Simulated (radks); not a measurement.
Results of a calculation; reference values are marked as such.
Species: Ta+. Configuration: [Xe] 4f13 5d3 6s2 (not the ground configuration).

Code: a radial shooting solver on a logarithmic mesh with Libxc functionals. Model: Dirac Kohn-Sham, LDA (Slater exchange, Perdew-Wang correlation), spin-unpolarised, spherical densities, finite nucleus; open shells fill j = l - 1/2 first; Fermi nuclear charge, rms radius 5.3507 fm.

Energy parts (hartree):
| part | energy |
|---|---|
| total | -15613.2041 |
| kinetic | 17515.6323 |
| electron-nucleus | -38896.4047 |
| Hartree | 6074.6945 |
| exchange-correlation | -307.1262 |

Orbitals (lengths in bohr, moments of r in powers of bohr; <r^-3> diverges for s and p1/2; r(max) is where P^2 peaks; r(90%) holds 90 % of the orbital's charge):
orbital  occ.  eigenvalue (hartree)  r(90%)  <r^-3>   r(max)  small-component weight
1s1/2       2             -2470.123  0.0340       -  0.01169                7.55e-02
2s1/2       2             -424.7805   0.122       -  0.06710                1.71e-02
2p1/2       2             -406.2120   0.108       -  0.04993                1.71e-02
2p3/2       4             -359.5914   0.118   15560  0.05667                1.55e-02
3s1/2       2             -97.88122   0.301       -   0.1891                5.59e-03
3p1/2       2             -89.58880   0.292       -   0.1771                5.54e-03
3p3/2       4             -79.55681   0.313    3497   0.1910                5.08e-03
3d3/2       4             -65.46729   0.285   603.6   0.1496                4.97e-03
3d5/2       6             -63.28065   0.291   515.8   0.1535                4.84e-03
4s1/2       2             -20.50236   0.659       -   0.4293                1.85e-03
4p1/2       2             -17.07935   0.675       -   0.4291                1.76e-03
4p3/2       4             -14.74949   0.722   812.2   0.4585                1.58e-03
4d3/2       4              -9.10204   0.772   122.7   0.4556                1.39e-03
4d5/2       6              -8.67208   0.789   102.7   0.4649                1.34e-03
5s1/2       2              -3.19075    1.56       -   0.9790                4.18e-04
5p1/2       2              -2.16945    1.74       -    1.049                3.45e-04
5p3/2       4              -1.82238    1.89   118.9    1.132                2.97e-04
4f5/2       6              -1.62617    1.02   18.51   0.4346                9.45e-04
4f7/2       7              -1.54997    1.03   17.66   0.4395                9.25e-04
5d3/2       3              -0.51893    2.92   8.801    1.460                1.42e-04
5d5/2       0              -0.48911    3.03   7.132    1.503                1.33e-04
6s1/2       2              -0.48212    4.23       -    2.550                6.07e-05

The highest occupied level is 6s1/2 at -13.119 eV. The configuration is held as typed, so some empty levels lie below it. The density falls to 0.001 e/bohr^3 at r = 4.45 bohr.
